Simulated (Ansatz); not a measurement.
Born–Oppenheimer molecular dynamics of CH₄F₂O₂Si (10 atoms, charge 0, multiplicity 1). It starts from a relaxed structure.

Computed with RKS PBE0-D4/6-31G in Ansatz 0.2.0.

* ensemble: NVT, Langevin thermostat
* time step: 0.5 fs
* steps asked: 100
* set temperature: 1000 K
* friction: 0.005 /fs
* seed: 695410

First frame:

```xyz
10
Properties=species:S:1:pos:R:3
Si -0.113 -0.159 -0.027
O -0.139 -0.649 1.558
C -1.125 -0.360 2.575
H -1.906 -1.125 2.552
H -0.606 -0.395 3.531
H -1.568 0.627 2.421
F 1.439 0.254 -0.461
O -1.169 1.122 -0.201
H -1.403 1.644 -0.975
F -0.515 -1.390 -1.077
```

Task: How far do the bonds stretch over the last three quarters of this one trajectory? (Pairs bonded in most of those frames.)

Result: 
| bond | mean (Å) | spread (Å) | shortest | longest |
| --- | --- | --- | --- | --- |
| Si1–O2 | 1.674 | 0.069 | 1.57 | 1.77 |
| Si1–F7 | 1.660 | 0.052 | 1.58 | 1.72 |
| Si1–O8 | 1.684 | 0.056 | 1.59 | 1.75 |
| Si1–F10 | 1.663 | 0.029 | 1.63 | 1.72 |
| O2–C3 | 1.469 | 0.064 | 1.38 | 1.57 |
| C3–H4 | 1.097 | 0.037 | 1.04 | 1.15 |
| C3–H5 | 1.109 | 0.072 | 1.00 | 1.21 |
| C3–H6 | 1.098 | 0.021 | 1.06 | 1.14 |
| O8–H9 | 0.969 | 0.025 | 0.91 | 1.01 |

Mean temperature of the second half: 663 K. The mean temperature of the second half is 34 % below the set value. A run of 0.05 ps of so small a system gives no equilibrium averages. Limits of this set-up: no polarisation functions.

The run took 6.3 min on 1 thread of Arm Neoverse V1 (shared host), peak memory 0.14 GiB.
